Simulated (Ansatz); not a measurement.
`BO[SiH](O)S` + SiH₄ → `BO[SiH](O)[SiH3]` + H₂S  (formal exchange of groups at the Si–S bond)

Program: Ansatz. Geometries: PBE0-D4/def2-TZVP. ΔE: electronic, gas phase. CBS: MP2 limit from def2 TZ/QZ plus the TZ coupled-cluster correction, frozen cores. This one scheme is used for every species. DFT in def2-TZVPP. B3LYP here is the variant with VWN-RPA as its local correlation; programs differ in this. Each species was taken in one conformer, which may not be the lowest.

| level | ΔE (kJ/mol) | difference from CCSD(T)/CBS |
| --- | --- | --- |
| PBE-D4 | 63.5 | -10.4 |
| B2PLYP | 76.4 | 2.5 |
| PBE | 63.9 | -10.0 |
| PBE0 | 68.3 | -5.6 |
| B3LYP | 72.5 | -1.4 |
| MP2/def2-TZVPP | 82.2 | 8.3 |
| CCSD/def2-TZVPP | 73.1 | -0.8 |
| CCSD(T)/def2-TZVPP | 72.8 | -1.1 |
| HF/def2-QZVPP | 83.6 | 9.7 |
| MP2/def2-QZVPP | 82.8 | 8.9 |
| CCSD(T)/CBS | 73.9 | 0 |

Largest T1 diagnostic among the species: 0.014.

From PBE to PBE0 (25 % exact exchange), in def2-TZVPP and without D4, ΔE moves by +4.5 kJ/mol.

CCSD(T)/CBS has its own doubt, a few kJ/mol and more with outer-core shells, so smaller differences from it don't rank the levels.
